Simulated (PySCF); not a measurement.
# Stretching BeAs

Set-up: Be jorge-DZP-DKH, As jorge-DZP-DKH; spin-free X2C with a Gaussian nucleus (PySCF 2.14). Energies in eV from Be + As in their ground configurations at the same level. State: ⁴Σ⁻ (quartet), unpaired electrons σ ↑, π ↑↑.

All columns are PBE0. A positive dipole means Be(−)As(+).

```json
{"R (Å)": "1.870", "E (eV)": "-0.867", "μ (D)": "0.55", "Mulliken charge on Be (basis-dependent)": "-0.43", "HOMO (eV)": "-5.25", "LUMO (eV)": "-3.83", "Mayer bond order": "1.68", "⟨S²⟩": "3.75"}
{"R (Å)": "1.957", "E (eV)": "-1.186", "μ (D)": "0.40", "Mulliken charge on Be (basis-dependent)": "-0.35", "HOMO (eV)": "-5.32", "LUMO (eV)": "-3.67", "Mayer bond order": "1.60", "⟨S²⟩": "3.75"}
{"R (Å)": "2.044", "E (eV)": "-1.360", "μ (D)": "0.23", "Mulliken charge on Be (basis-dependent)": "-0.27", "HOMO (eV)": "-5.38", "LUMO (eV)": "-3.53", "Mayer bond order": "1.53", "⟨S²⟩": "3.75"}
{"R (Å)": "2.109", "E (eV)": "-1.421", "μ (D)": "0.11", "Mulliken charge on Be (basis-dependent)": "-0.22", "HOMO (eV)": "-5.43", "LUMO (eV)": "-3.43", "Mayer bond order": "1.47", "⟨S²⟩": "3.75"}
{"R (Å)": "2.174", "E (eV)": "-1.437", "μ (D)": "-0.01", "Mulliken charge on Be (basis-dependent)": "-0.18", "HOMO (eV)": "-5.47", "LUMO (eV)": "-3.33", "Mayer bond order": "1.41", "⟨S²⟩": "3.75"}
{"R (Å)": "2.239", "E (eV)": "-1.418", "μ (D)": "-0.12", "Mulliken charge on Be (basis-dependent)": "-0.14", "HOMO (eV)": "-5.52", "LUMO (eV)": "-3.24", "Mayer bond order": "1.36", "⟨S²⟩": "3.76"}
{"R (Å)": "2.326", "E (eV)": "-1.355", "μ (D)": "-0.25", "Mulliken charge on Be (basis-dependent)": "-0.09", "HOMO (eV)": "-5.57", "LUMO (eV)": "-3.12", "Mayer bond order": "1.29", "⟨S²⟩": "3.76"}
{"R (Å)": "2.435", "E (eV)": "-1.236", "μ (D)": "-0.39", "Mulliken charge on Be (basis-dependent)": "-0.05", "HOMO (eV)": "-5.63", "LUMO (eV)": "-2.99", "Mayer bond order": "1.19", "⟨S²⟩": "3.76"}
{"R (Å)": "2.565", "E (eV)": "-1.062", "μ (D)": "-0.50", "Mulliken charge on Be (basis-dependent)": "-0.01", "HOMO (eV)": "-5.70", "LUMO (eV)": "-2.85", "Mayer bond order": "1.08", "⟨S²⟩": "3.77"}
{"R (Å)": "2.739", "E (eV)": "-0.823", "μ (D)": "-0.55", "Mulliken charge on Be (basis-dependent)": "0.01", "HOMO (eV)": "-5.78", "LUMO (eV)": "-2.71", "Mayer bond order": "0.91", "⟨S²⟩": "3.79"}
```

A fit through these points gives, at Re = 2.169 Å, μ = 0.00 D and dμ/dR = -1.77 D/Å; the reduced mass is 8.045 u.

Problem. How strong is the fundamental in the double-harmonic approximation, I = 42.26·(dμ/dR)²/μred km/mol?

Solution. I = 42.26·(-1.77)²/8.045 = 16.5 km/mol at PBE0.

Spin–orbit coupling is left out. The state is the lowest determinant that a PBE0 search found; another state may lie lower at other levels.
